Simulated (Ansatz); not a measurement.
Input file for `[Cl][Ti]([Cl])([Cl])[I]`:

```yaml
crystal:
  periodic: [false, false, false]
  atoms:
    - {symbol: Cl, position_ang: [-0.995425, -0.433695, 1.891668]}
    - {symbol: Ti, position_ang: [0.016435, -0.095002, 0.011910]}
    - {symbol: Cl, position_ang: [2.107700, -0.608454, 0.199097]}
    - {symbol: Cl, position_ang: [-0.897883, -1.288237, -1.541240]}
    - {symbol: I, position_ang: [-0.181027, 2.351689, -0.602735]}
basis:
  gaussian: {orbitals: def2-SVP}
correlation: {method: ccsd_t}
```

```sh
$ ansatz run in.yaml --threads 4 --pin off --events-out ev --progress --plain --max-ram 10444MiB
```

Output of Ansatz, abridged:

```
Functional definition: HF
1158 factors; integrals over basis functions are off by at most 8.7e-4 eV
mean field evaluation 1: about -68653.0039 eV, gradient 4.3e1 eV
mean field evaluation 2: about -68653.2218 eV, gradient 4.4e1 eV
mean field evaluation 4: about -68659.9528 eV, gradient 1.6e1 eV
mean field evaluation 8: about -68660.6998 eV, gradient 9.1e-1 eV
mean field evaluation 16: about -68660.7092 eV, gradient 2.2e-6 eV
mean field -68660.70919617 eV, -2523.2345230591 hartree, gradient 2.5e-6 eV, S^2 0.000000; 0 other end points of the search recorded, 0 dependent functions left out
24 core orbitals not correlated: weight in the atoms' cores, before any rotation towards them, 1.000 or more for the frozen orbitals, at most 0.000 for the correlated occupied ones
reference -68660.70919617 eV, -2523.2345230591 hartree; 25, 25 occupied and 62, 62 virtual orbitals, 1158 factors
second order -23.25032978 eV of doubles, -0.00000000 eV of singles
cycle   1  -21.86425958 eV  change     1.4e0 eV  update   3.5e-1
cycle   2  -23.27315602 eV  change    -1.4e0 eV  update   3.4e-1
cycle   3  -23.42015850 eV  change   -1.5e-1 eV  update   5.9e-2
cycle   4  -23.43195044 eV  change   -1.2e-2 eV  update   2.3e-2
cycle   5  -23.42169763 eV  change    1.0e-2 eV  update   1.1e-2
cycle   6  -23.41905470 eV  change    2.6e-3 eV  update   4.5e-3
cycle   7  -23.41839901 eV  change    6.6e-4 eV  update   2.5e-3
cycle   8  -23.41809640 eV  change    3.0e-4 eV  update   1.2e-3
cycle   9  -23.41876848 eV  change   -6.7e-4 eV  update   4.7e-4
cycle  10  -23.41928157 eV  change   -5.1e-4 eV  update   2.1e-4
cycle  11  -23.41923736 eV  change    4.4e-5 eV  update   1.4e-4
cycle  12  -23.41906882 eV  change    1.7e-4 eV  update   7.7e-5
cycle  13  -23.41910787 eV  change   -3.9e-5 eV  update   4.9e-5
perturbative correction -1.36829466 eV, -0.0502839012 hartree
Total energy: -68685.49659870 eV, -2524.1454433005 hartree
```

It took 9.5 s on 4 threads of an Arm Neoverse V1 on a shared host, with 0.52 GiB of host memory at the peak.

Correlation energy per correlated electron: -0.496 eV. T1 diagnostic: 0.0213.
